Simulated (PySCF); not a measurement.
C5H12B, SMILES [CH2]B(CC)CC, doublet (GFN2-xTB optimised geometry):

```
18

C     -0.371    -1.420    -0.026
B      0.366    -0.123     0.000
C     -0.351     1.301     0.000
C     -1.856     1.318    -0.266
C      1.971    -0.123     0.000
C      2.460    -0.267    -1.447
H     -1.369    -1.555     0.363
H      0.052    -2.335    -0.411
H      0.137     1.965    -0.719
H     -0.164     1.753     0.981
H     -2.077     0.896    -1.244
H     -2.385     0.735     0.484
H     -2.243     2.335    -0.239
H      2.378     0.800     0.415
H      2.385    -0.947     0.584
H      2.093    -1.190    -1.888
H      2.108     0.564    -2.055
H      3.549    -0.280    -1.481
```

Method: PySCF 2.14.0 with unrestricted PBE0/def2-SVP.

Task: What are the frontier orbital energies (α orbitals alone; a β orbital can be the lowest empty one) and the dipole moment?

Result: HOMO-2 -8.60 eV, HOMO-1 -8.06 eV, HOMO -6.95 eV, LUMO 0.50 eV, LUMO+1 1.78 eV; dipole moment 0.47 D.

Meta-Löwdin charges at PBE0/def2-SVP: C1 -0.23, B2 0.17, C3 -0.28, C4 -0.29, C5 -0.28, C6 -0.28, H7 0.11, H8 0.11, H9 0.10, H10 0.11, H11 0.09, H12 0.09, H13 0.09, H14 0.09, H15 0.09, H16 0.09, H17 0.09, H18 0.10.
